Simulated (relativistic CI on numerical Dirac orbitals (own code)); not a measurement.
## Sensitivity of the levels of Ce XIII to α and to the nuclear radius

Computed by Dirac-Coulomb-Breit CI, separate exchange-only KLI orbitals for each configuration, derivatives by finite differences, unscaled Slater integrals, QED left out (own radial code, finite nucleus).

Configurations in the expansion (outside the closed core [Ar] 3d10 4s2): 4p6 4d10, 4p6 4d9 4f, 4p6 4d9 5s, 4p6 4d9 5p, 4p5 4d10 4f. Double excitations out of closed p, d and f shells are left out; levels of such configurations are missing from the list, as are those of other unlisted configurations, and high levels can miss mixing partners.

With x = (α/α₀)² − 1 an excitation energy changes as ω = ω₀ + qx; K = 2q/ω₀ is the relative enhancement. Terms are leading LS components, so labels can repeat. The field-shift factor is F = δν/δ⟨r²⟩ for the transition from the lowest level.

Lowest level 4p6 4d10 1S_0.

| Level | ω₀ (cm⁻¹) | q (cm⁻¹) | K | F (GHz/fm²) |
| --- | --- | --- | --- | --- |
| 4p6 4d9 5s 3D_3 | 804363 | -93870 | -0.233 | 81.9 |
| 4p6 4d9 5s 3D_2 | 809060 | -92500 | -0.229 | 81.3 |
| 4p6 4d9 5s 3D_1 | 832243 | -66220 | -0.159 | 82.3 |
| 4p6 4d9 5s 1D_2 | 836451 | -66280 | -0.158 | 81.6 |
| 4p6 4d9 4f 3P°_0 | 855448 | -8590 | -0.0201 | 6.08 |
| 4p6 4d9 4f 3P°_1 | 860155 | -5205 | -0.0121 | 6.15 |
| 4p6 4d9 4f 3P°_2 | 869727 | 1131 | 0.0026 | 6.3 |
| 4p6 4d9 4f 3H°_6 | 883121 | -6498 | -0.0147 | 6.29 |
| 4p6 4d9 4f 3H°_5 | 886974 | -6710 | -0.0151 | 6.25 |
| 4p6 4d9 4f 3F°_2 | 898686 | -8532 | -0.019 | 6.3 |
| 4p6 4d9 4f 3F°_3 | 899724 | -8229 | -0.0183 | 6.32 |
| 4p6 4d9 4f 3H°_4 | 899851 | 3266 | 0.00726 | 6.41 |
| 4p6 4d9 4f 3F°_4 | 903828 | -5481 | -0.0121 | 6.39 |

At this charge energies of transitions that change n are usually good to better than 1 %, and those within a shell (Δn = 0) to a few per cent. Levels and lines within the n = 5 or 6 shells can be off by up to 10 % or somewhat more, and those that change n by about 2 %, since core polarisation is missing.
